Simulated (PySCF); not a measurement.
Bi(Cl)(Me)2 (C2H6BiCl), SMILES [CH3][Bi]([CH3])[Cl]. Atoms are numbered in the order given.

```xyz
10

Bi     0.2639     0.3314     0.0000
Cl    -2.1688    -0.2979     0.0000
C      0.8051    -1.1678     1.6432
H      1.8769    -1.4073     1.5732
H      0.1998    -2.0685     1.4759
H      0.5768    -0.7372     2.6276
C      0.8051    -1.1678    -1.6432
H      0.5768    -0.7372    -2.6276
H      0.1998    -2.0685    -1.4759
H      1.8769    -1.4073    -1.5732
```

The structure is a stationary point at B3LYP-D3(BJ)/def2-SVP. The structure was generated by enumeration; whether it is a known compound was not checked. The def2 effective core potentials stand for the cores of Bi; spin–orbit coupling is left out.

The numbers are results of PBE0/def2-TZVP (PySCF), not measurements.

Symmetry labels are those of the subgroup Cs that the program uses (full group Cs).

Computed valence orbital energies around the gap with their symmetry:
| orbital | symmetry | energy (eV) |
|---|---|---|
| HOMO−7 | A' | -11.66 |
| HOMO−6 | A" | -11.38 |
| HOMO−5 | A" | -11.27 |
| HOMO−4 | A' | -9.32 |
| HOMO−3 | A" | -8.81 |
| HOMO−2 | A' | -8.54 |
| HOMO−1 | A" | -7.80 |
| HOMO | A' | -7.19 |
| LUMO | A' | -1.52 |
| LUMO+1 | A" | -0.39 |
| LUMO+2 | A' | 0.20 |
| LUMO+3 | A' | 1.23 |
